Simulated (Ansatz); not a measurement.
One change: `C=C[CH2][Al]([CH2]C=C)[CH2]C=C` becomes `C=C[CH2][In]([CH2]C=C)[CH2]C=C`.

Ansatz, PBE0-D4/def2-TZVP geometries, multiplicity 1. Each molecule was computed in one conformer, which needn't be the lowest.

Elements past krypton have def2 core potentials.

```json
{"property": "HOMO energy (ωB97M-V/def2-TZVPP) / eV", "`C=C[CH2][Al]([CH2]C=C)[CH2]C=C`": "-8.38"}
{"property": "HOMO–LUMO gap (B3LYP/def2-TZVPP) / eV", "`C=C[CH2][Al]([CH2]C=C)[CH2]C=C`": "5.06"}
{"property": "LUMO energy (B3LYP/def2-TZVPP) / eV", "`C=C[CH2][Al]([CH2]C=C)[CH2]C=C`": "-1.00"}
{"property": "HOMO–LUMO gap (PBE0/def2-TZVPP) / eV", "`C=C[CH2][Al]([CH2]C=C)[CH2]C=C`": "5.46"}
{"property": "HOMO energy (PBE/def2-TZVPP) / eV", "`C=C[CH2][Al]([CH2]C=C)[CH2]C=C`": "-5.23"}
{"property": "HOMO energy (PBE0/def2-TZVPP) / eV", "`C=C[CH2][Al]([CH2]C=C)[CH2]C=C`": "-6.26"}
```

Question: Give the same properties after the change, and the shifts. (Best estimate.)

Answer: Ansatz gave: 
```
                             property  `C=C[CH2][In]([CH2]C=C)[CH2]C=C`  shift
HOMO energy (ωB97M-V/def2-TZVPP) / eV                             -8.08   0.30
HOMO–LUMO gap (B3LYP/def2-TZVPP) / eV                              4.49  -0.57
  LUMO energy (B3LYP/def2-TZVPP) / eV                             -1.35  -0.35
 HOMO–LUMO gap (PBE0/def2-TZVPP) / eV                              4.93  -0.53
    HOMO energy (PBE/def2-TZVPP) / eV                             -5.09   0.14
   HOMO energy (PBE0/def2-TZVPP) / eV                             -6.03   0.23
```

With PBE0 the HOMO rises by 0.23 eV and the LUMO falls by 0.31 eV, so the gap narrows by about 0.54 eV. PBE moves the HOMO by 0.14 eV and ωB97M-V by 0.30 eV.

B3LYP here is the variant with VWN-RPA as its local correlation; programs differ in this.
